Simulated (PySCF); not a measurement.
Level of theory: B3LYP-D3(BJ)/def2-TZVP // TPSS-D3(BJ)/def2-SVP (PySCF). Isolated molecules, 0 K electronic values unless said otherwise. B3LYP has the VWN-RPA correlation part, as in Gaussian. 

Reference species: [Hf(Br)(H)3] (neutral, multiplicity 1).

- charge on the central atom (Mulliken): 0.88 e
- HOMO–LUMO gap: 5.92 eV
- LUMO: -2.50 eV
- coordination number: 4

Changed species: [Hf(Br)4] (0 of 4 Br replaced by H; the reference has 3 of 4 Br replaced by H).

Q: Give the shifts of the charge on the central atom (Mulliken), HOMO–LUMO gap, LUMO and coordination number.

A: the charge on the central atom (Mulliken) rises by 0.27 e, to 1.15 e; the HOMO–LUMO gap goes up by 0.06 eV, to 5.98 eV; the LUMO falls by 0.15 eV, to -2.65 eV; the coordination number is nearly the same.
